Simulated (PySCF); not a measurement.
Species: C5HF3.
Cartesian coordinates in Å at the PBE0-D3(BJ)/def2-SVP level; atoms count from 1:
```
atom  x, y, z in Å
C1     3.192   -0.102   -0.450
C2     1.991   -0.059   -0.267
C3     0.638   -0.016   -0.060
C4    -0.562    0.017    0.125
C5    -2.011    0.060    0.357
F6    -2.302    0.826    1.406
F7    -2.493   -1.159    0.594
F8    -2.649    0.555   -0.702
H9     4.255   -0.138   -0.610
```

Computed, not measured: core-valence-separated Tamm–Dancoff BHandHLYP/aug-pcX-1 (pcseg-1 on H) in PySCF, non-relativistic, gas phase, PBE0-D3(BJ)/def2-SVP geometry. BHandHLYP without relativity tends to put these K edges a few eV too low, so spacings mean more than positions.

(1) Give energies, oscillator strengths and core holes at the C K edge.

(2) List the fluorine K-edge absorption lines.

Answers

(1) 
```
E (eV)       f  core hole on                 main final orbital            polarisation
283.08  0.1277            C1    LUMO/LUMO+1 (2 roots, f summed)  across the triple bond
283.12  0.0991            C4    LUMO/LUMO+1 (2 roots, f summed)  across the triple bond
283.55  0.0528            C2    LUMO/LUMO+1 (2 roots, f summed)  across the triple bond
283.67  0.1089            C3    LUMO/LUMO+1 (2 roots, f summed)  across the triple bond
286.68  0.0123            C1                      LUMO+2 (67 %)   along the triple bond
287.38  0.0044            C4                      LUMO+3 (64 %)   along the triple bond
287.52  0.0003            C2                      LUMO+2 (54 %)                       –
287.63  0.0030            C1                             spread   along the triple bond
287.94  0.0002            C3                      LUMO+3 (61 %)                       –
287.98  0.0513            C2         spread (2 roots, f summed)  across the triple bond
288.21  0.0002            C2                      LUMO+3 (37 %)                       –
288.37  0.0171            C1  LUMO+5/LUMO+6 (2 roots, f summed)  across the triple bond
288.73  0.0001            C4                      LUMO+2 (73 %)                       –
288.74  0.0402            C3  LUMO+7/LUMO+8 (2 roots, f summed)  across the triple bond
288.85  0.0192            C4  LUMO+5/LUMO+6 (2 roots, f summed)  across the triple bond
```

The first line with a tenth or more of the strongest one's intensity is at 283.08 eV (f = 0.128, sum of 2), with the hole on C1 (terminal alkyne carbon), polarised across the triple bond: a 1s→π* resonance. It is also the strongest listed.

(2) 
```json
{"E (eV)": "686.01", "f": "0.0663", "core hole on": "F6/F7/F8", "main final orbital": "LUMO/LUMO+1 (3 roots, f summed)"}
{"E (eV)": "686.89", "f": "0.0101", "core hole on": "F6/F7/F8", "main final orbital": "LUMO/LUMO+1 (3 roots, f summed)"}
{"E (eV)": "688.11", "f": "0.0038", "core hole on": "F6/F7/F8", "main final orbital": "LUMO+3 (3 roots, f summed)"}
{"E (eV)": "688.85", "f": "0.0745", "core hole on": "F6/F7/F8", "main final orbital": "spread (3 roots, f summed)"}
{"E (eV)": "689.27", "f": "0.0164", "core hole on": "F6/F7/F8", "main final orbital": "LUMO+2 (3 roots, f summed)"}
```

The first line with a tenth or more of the strongest one's intensity is at 686.01 eV (f = 0.066, sum of 3), with the hole on F6/F7/F8 (fluorine of a CF3 group). The strongest listed is at 688.85 eV (f = 0.075, sum of 3; F6/F7/F8).

Roots within 0.03 eV whose holes lie on the same, on equivalent or on shared atoms are summed into one line, and the highest roots are left out, as the search may have cut off their partners. Final orbitals are the ground state's empty Kohn–Sham orbitals. A dash: too weak, shared between unlike atoms, or no plane or axis to refer to.

The list ends where the root search ended, not at a threshold.
